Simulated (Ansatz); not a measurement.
CH5FOSi2 (`F[C@H]1O[Si@H]1[SiH3]`), relaxed with RKS PBE-D4/def2-SVP in the Gaussian-basis code of Ansatz from a rough embedded geometry. The force threshold is 0.03 eV/Å; the program also tests the step.

Charge 0, multiplicity 1.

Start:

```xyz
10

F     0.554   -1.643    1.558
C    -0.721   -1.155    1.219
O    -0.933    0.194    1.491
Si   -0.844    0.113   -0.173
Si    1.079    0.836   -1.034
H    -1.535   -1.853    1.410
H    -2.174    0.337   -0.759
H     1.183    0.479   -2.463
H     2.277    0.355   -0.284
H     1.115    2.337   -0.964
```

```csv
step,energy (eV),largest force (eV/Å),largest move (Å)
1,-21612.7753,2.731,0.000
2,-21613.0440,1.317,0.128
3,-21613.0929,0.499,0.048
4,-21613.0940,0.336,0.066
5,-21613.1013,0.058,0.036
6,-21613.1016,0.057,0.023
7,-21613.1019,0.019,0.008
```

End:

```xyz
10

F     0.492   -1.671    1.585
C    -0.730   -1.174    1.215
O    -0.924    0.170    1.563
Si   -0.862    0.048   -0.189
Si    1.116    0.911   -1.080
H    -1.530   -1.870    1.549
H    -2.184    0.335   -0.844
H     1.222    0.534   -2.534
H     2.249    0.306   -0.304
H     1.151    2.410   -0.961
```

It took 8 s on 4 threads of an Arm Neoverse V2 on a shared host, with 0.16 GiB of host memory at the peak.
